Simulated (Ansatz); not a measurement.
`C[SiH]([AlH2])[SiH3]` → `[AlH2][SiH2][SiH3]` + `[CH2]` (triplet) at 600 K and 1 bar (formal loss of a carbene).

Isolated molecules relaxed with PBE0-D4/def2-TZVP in Ansatz; ΔE leaves out vibrations. CCSD(T)/CBS is the MP2 limit (def2-TZVPP, def2-QZVPP) plus CCSD(T) − MP2 in def2-TZVPP, frozen cores. This one scheme is used for every species. Triplets are unrestricted, without spin–orbit coupling.

| species | CCSD(T)/CBS energy (Eh) | H − E (kJ/mol) | S (J/(mol·K)) |
| --- | --- | --- | --- |
| `C[SiH]([AlH2])[SiH3]` | -863.62045 | 300.2 | 518.5 |
| `[AlH2][SiH2][SiH3]` | -824.34741 | 209.0 | 458.1 |
| `[CH2]` (triplet) | -39.09499 | 66.5 | 220.8 |

H − E and S are ideal-gas, rigid-rotor, harmonic terms from PBE0-D4/def2-TZVP, for one conformer and one mirror image of each species, with the whole ground term of open shells counted as degenerate. 1 Eh = 2625.50 kJ/mol, R = 8.31446 J/(mol·K).

Task: By hand: ΔE, ΔH, ΔS and ΔG.

Result: ΔE = (-824.34741) + (-39.09499) − (-863.62045) = 0.17805 Eh = 467.5 kJ/mol. Δ(H − E) = 209.0 + 66.5 − 300.2 = -24.7, so ΔH = 442.8 kJ/mol. ΔS = 458.1 + 220.8 − 518.5 = 160.4 J/(mol·K). ΔG = 442.8 − 600 × (160.4)/1000 = 346.6 kJ/mol.

Task: By hand: the equilibrium constant, and the temperature at which ΔG would vanish if ΔH and ΔS stayed fixed.

Result: log₁₀ K = −ΔG/(RT ln 10) = -30.2. ΔG = 0 at ΔH/ΔS = 2761 K, far beyond where these terms or the molecules hold.

The number of gas molecules changes by +1, which sets the sign of ΔS. A doubt of 5 kJ/mol in ΔE shifts log₁₀ K by 0.4 here. Other conformers and mirror images would add mixing entropy, several J/(mol·K) or more a flexible species. Modes under 60 cm⁻¹, often nearly free rotors, make the harmonic entropy too high. A triplet takes part, so the spin changes. These are equilibria of isolated gas molecules and say nothing of rates. Largest T1 diagnostic: 0.013 (customary marks: 0.02 for closed shells, 0.045 for open ones).
